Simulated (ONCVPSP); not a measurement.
## magnesium ONCV: all-electron and pseudo phase curves

ONCVPSP 4.0.1 input, shortened (lines: element, Z, core and valence counts, functional; n l f; lmax; l rc ep ncon nbas qcut; lloc lpopt rc5 dvloc0; l nproj debl; icmod fcfact rcfact), PBEsol, scalar-relativistic:

```
  Mg 12.00    1    3  -116133      upf
    1    0    2.00
    2    0    2.00
    2    1    6.00
    3    0    1.00
    2
    0    1.30    0.00    4    8   11.30
    1    1.15    0.00    4    8   13.80
    2    1.15    0.14    4    7    7.60
    4    5    0.95    4.00
    0    2    3.00
    1    1    0.50
    2    2    3.30
    0    0.00    0.00
```

The phase is arctan(r·R′/R) of the radial function R(r), unwrapped; energies in Ha, scanned from -5 to 5 Ha. A pole is an energy at which the radial function vanishes at the test radius. The pseudo phase is shifted by a multiple of π to meet the all-electron one at the reference energy, and phase errors are pseudo minus all-electron; the curves can meet again beyond the range given. Levels narrower than the energy grid can be missing from the lists of poles.

```
channel  radius (bohr)  reference energy (Ha)  poles, all-electron  poles, pseudo  unbroken range about the reference energy with phases within 0.05 rad  phase error 1 Ha above the reference energy (rad)
      s           1.32                  -0.42                -2.83          -2.83                                                        the whole range                                             -0.000
      p           1.17                  -2.04                -1.31          -1.30                                                              below 0.4                                             +0.009
      d           1.17                   0.14                 none           none                                                        the whole range                                             +0.000
```

Phases in the p channel:

| E (Ha) | all-electron | pseudo |
| --- | --- | --- |
| -4.96 | 1.075 | 1.081 |
| -4.48 | 1.000 | 1.008 |
| -4.00 | 0.880 | 0.892 |
| -3.52 | 0.662 | 0.679 |
| -3.04 | 0.196 | 0.218 |
| -2.56 | -0.612 | -0.603 |
| -2.08 | -1.192 | -1.191 |
| -1.60 | -1.469 | -1.466 |
| -1.12 | -1.627 | -1.619 |
| -0.64 | -1.741 | -1.726 |
| -0.16 | -1.841 | -1.815 |
| 0.32 | -1.945 | -1.902 |
| 0.80 | -2.069 | -1.997 |
| 1.28 | -2.233 | -2.112 |
| 1.76 | -2.472 | -2.264 |
| 2.24 | -2.824 | -2.475 |
| 2.72 | -3.268 | -2.769 |
| 3.20 | -3.678 | -3.142 |
| 3.68 | -3.968 | -3.517 |
| 4.16 | -4.157 | -3.816 |
| 4.64 | -4.285 | -4.027 |
